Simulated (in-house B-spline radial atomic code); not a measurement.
Ionising the silicon ion Si⁵⁺ with different functionals

Computed with an all-electron radial atomic-structure program (B-spline basis): four-component Dirac-Coulomb Hamiltonian, Fermi nucleus of rms radius 3.1224 fm, spin-restricted, spherical fractional occupations for the functionals. The ionisation energy is the difference of two self-consistent energies, [He] 2s2 2p5 → [He] 2s2 2p4, without Breit or QED terms; ε is the level of the shell that loses the electron (mean over j). The electron is taken from both j subshells in proportion to 2j + 1, so the result is a j average, not the step between ground levels.

Hybrids are left out here: with spherical fractional occupations of an open shell their exact exchange keeps a self-interaction that integer-occupation calculations don't have.

```
           method  rung  ΔSCF (eV)  -ε(2p) (eV)
         LDA VWN5   LDA     208.98       188.03
 relativistic LDA   LDA     208.93       187.98
         LDA PW92   LDA     208.96       188.01
LDA exchange-only   LDA     206.70       185.78
              PBE   GGA          ?            ?
           PBEsol   GGA     208.75       187.79
             BLYP   GGA     209.12       188.12
             RPBE   GGA     208.95       187.98
             PW91   GGA          ?            ?
             BP86   GGA     209.16       188.17
             AM05   GGA     208.68       187.73
             OLYP   GGA     209.59       188.63
```

What does PBE give?

ΔSCF 209.01 eV, and -ε(2p) = 188.04 eV.

What does PW91 give?

ΔSCF 209.27 eV, and -ε(2p) = 188.28 eV.

How do they compare with the NIST value?

NIST lists 205.28 eV ± 0.005 (semi-empirical, ground level to ground level). Errors run from +1.43 to +4.31 eV. The correlated functionals all miss on the same side by more than they spread, so the cause is common to them (Breit-QED terms, spin polarisation, the choice among j levels, multiplet and fine-structure energies, or a listed next ion that isn't the cheapest removal here) and closeness doesn't rank the functionals.
